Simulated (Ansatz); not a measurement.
Ansatz (a first-principles code) job for Zn(F)(SMe) (CH3FSZn), SMILES [S](C)[Zn][F], PBE/def2-SVPD. The structure is a stationary point at B3LYP-D3(BJ)/def2-SVP. The structure was generated by enumeration; whether it is a known compound was not checked. Other conformers were not sampled.

Ansatz 0.2 input:
```yaml
crystal:
  periodic: [false, false, false]
  atoms:
    - {symbol: Zn, position_ang: [0.08005370, -0.70279524, 0.00000000]}
    - {symbol: F, position_ang: [-0.38530293, -2.38920525, -0.00000000]}
    - {symbol: S, position_ang: [0.67741969, 1.38536306, -0.00000000]}
    - {symbol: C, position_ang: [-0.97830681, 2.20332201, 0.00000000]}
    - {symbol: H, position_ang: [-1.56025220, 1.95803264, -0.89922245]}
    - {symbol: H, position_ang: [-0.78225421, 3.28489833, -0.00000000]}
    - {symbol: H, position_ang: [-1.56025221, 1.95803264, 0.89922244]}
basis:
  gaussian:
    orbitals: def2-SVPD
hamiltonian:
  xc: {name: PBE}
```

It prints:

```
WARN ansatz: RAYON_NUM_THREADS=1 ignored (pool sized by the plan → 1); use --threads N
Functional definition: PBE
integrals: 0.07 GiB planned
1195 factors; their error is unknown
mean field: 0.40 GiB planned
mean field evaluation 1: about -63018.8932 eV, gradient 8.2e1 eV
mean field evaluation 2: about -62937.6660 eV, gradient 2.2e2 eV
mean field evaluation 4: about -63030.4709 eV, gradient 1.7e1 eV
mean field evaluation 8: about -63031.0066 eV, gradient 1.6e-1 eV
mean field evaluation 16: about -63030.9604 eV, gradient 2.7e-4 eV
mean field -63030.96042656 eV, -2316.3450717567 hartree, gradient 5.1e-5 eV, S^2 0.000000; 0 other end points of the search recorded, 0 dependent functions left out
reference -63030.96048006 eV, -2316.3450737228 hartree; 32, 32 occupied and 96, 96 virtual orbitals, 1195 factors
Total energy: -63030.96048006 eV, -2316.3450737228 hartree
```

The run converged.

Cost: roughly 5 core-seconds.
